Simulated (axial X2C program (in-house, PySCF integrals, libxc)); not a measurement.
# OPmO: the levels of the configuration f(δφ)3 f(π)0

Computed with an axial X2C code built on PySCF integrals: two-component X2C with atomic mean-field Coulomb and Gaunt terms, basis O dyall-v2z, Pm dyall-v2z (cores contracted in-house). Orbitals come from Hartree–Fock averaged over the configuration Pm f(δφ)3 f(π)0; CI then distributes these electrons over the f(δφ), f(π) shells of Pm.

O–Pm–O held linear, both bonds 1.878 Å (near the minimum of the configuration average).

Active spinors (ω > 0):

| shell | ω | ε (eV) | character |
| --- | --- | --- | --- |
| f(δφ) | 5/2 | 6.99 | 100% Pm f |
| f(δφ) | 7/2 | 7.30 | 100% Pm f |
| f(δφ) | 5/2 | 7.58 | 100% Pm f |
| f(δφ) | 3/2 | 7.70 | 100% Pm f |
| f(π) | 1/2 | 12.50 | 82% Pm f, 12% O p, 6% Pm p |
| f(π) | 3/2 | 12.51 | 84% Pm f, 12% O p, 5% Pm p |

Lowest levels of this model:

```json
{"Ω": "7/2", "energy (cm⁻¹)": "0", "g∥": "9.67", "configuration": "100% f(δφ)3"}
{"Ω": "5/2", "energy (cm⁻¹)": "2142", "g∥": "5.73", "configuration": "100% f(δφ)3"}
{"Ω": "5/2", "energy (cm⁻¹)": "4219", "g∥": "4.46", "configuration": "100% f(δφ)3"}
{"Ω": "7/2", "energy (cm⁻¹)": "4292", "g∥": "8.17", "configuration": "100% f(δφ)3"}
{"Ω": "3/2", "energy (cm⁻¹)": "4407", "g∥": "2.02", "configuration": "100% f(δφ)3"}
{"Ω": "9/2", "energy (cm⁻¹)": "4996", "g∥": "11.78", "configuration": "100% f(δφ)3"}
{"Ω": "3/2", "energy (cm⁻¹)": "5145", "g∥": "0.42", "configuration": "100% f(δφ)3"}
{"Ω": "1/2", "energy (cm⁻¹)": "6687", "g∥": "1.82", "configuration": "100% f(δφ)3"}
{"Ω": "17/2", "energy (cm⁻¹)": "9402", "g∥": "18.00", "configuration": "100% f(δφ)3"}
{"Ω": "15/2", "energy (cm⁻¹)": "11750", "g∥": "15.59", "configuration": "100% f(δφ)3"}
{"Ω": "5/2", "energy (cm⁻¹)": "13013", "g∥": "5.63", "configuration": "100% f(δφ)3"}
{"Ω": "13/2", "energy (cm⁻¹)": "14324", "g∥": "12.17", "configuration": "100% f(δφ)3"}
{"Ω": "15/2", "energy (cm⁻¹)": "14886", "g∥": "14.76", "configuration": "100% f(δφ)3"}
{"Ω": "7/2", "energy (cm⁻¹)": "16026", "g∥": "7.56", "configuration": "100% f(δφ)3"}
{"Ω": "5/2", "energy (cm⁻¹)": "16493", "g∥": "4.23", "configuration": "100% f(δφ)3"}
{"Ω": "3/2", "energy (cm⁻¹)": "17483", "g∥": "2.09", "configuration": "100% f(δφ)3"}
{"Ω": "3/2", "energy (cm⁻¹)": "17967", "g∥": "2.37", "configuration": "100% f(δφ)3"}
{"Ω": "7/2", "energy (cm⁻¹)": "19360", "g∥": "7.00", "configuration": "100% f(δφ)3"}
{"Ω": "7/2", "energy (cm⁻¹)": "19688", "g∥": "7.50", "configuration": "100% f(δφ)3"}
{"Ω": "5/2", "energy (cm⁻¹)": "20251", "g∥": "5.68", "configuration": "100% f(δφ)3"}
{"Ω": "5/2", "energy (cm⁻¹)": "22820", "g∥": "4.55", "configuration": "100% f(δφ)3"}
{"Ω": "1/2", "energy (cm⁻¹)": "23233", "g∥": "0.16", "configuration": "100% f(δφ)3"}
{"Ω": "3/2", "energy (cm⁻¹)": "23331", "g∥": "3.80", "configuration": "100% f(δφ)3"}
{"Ω": "9/2", "energy (cm⁻¹)": "23515", "g∥": "9.88", "configuration": "100% f(δφ)3"}
```

g∥ is the magnitude of 2⟨Lz + ge Sz⟩ for the +Ω component.

Q: From Ω and g∥ of the lowest level, whose 2⟨Lz + ge Sz⟩ is positive, find ⟨Sz⟩ and ⟨Lz⟩ (ge = 2.0023).

A: Ω = ⟨Lz⟩ + ⟨Sz⟩ = 7/2 and ⟨Lz⟩ + ge⟨Sz⟩ = 4.835, so ⟨Sz⟩ = 1.33 and ⟨Lz⟩ = 2.17.

Occupations of the active spinors in the lowest level by ω, shell by shell in order of energy: -7/2: 0.00; -5/2: 0.72 0.27; -3/2: 0.01 0.00; -1/2: 0.00; 1/2: 0.00; 3/2: 0.01 0.00; 5/2: 0.74 0.26; 7/2: 1.00. The leading determinant has weight 0.55 among 16.

This point took 1.4 s on 1 thread of Arm Neoverse V1 (shared host).

Dynamic correlation is missing, so gaps between terms are too wide and other configurations may lie lower; the lowest level listed is that of this model, not necessarily the ground state. At most 6 roots were kept for each Ω > 0 (twice that for Ω = 0) within 3.5 eV of the lowest, so higher up levels can be missing between those listed; levels with Ω > 0 are doubly degenerate and listed once, Ω = 0 levels singly. States that fill the shells left empty in the average are placed too high. The molecule was held linear; bending was not examined.
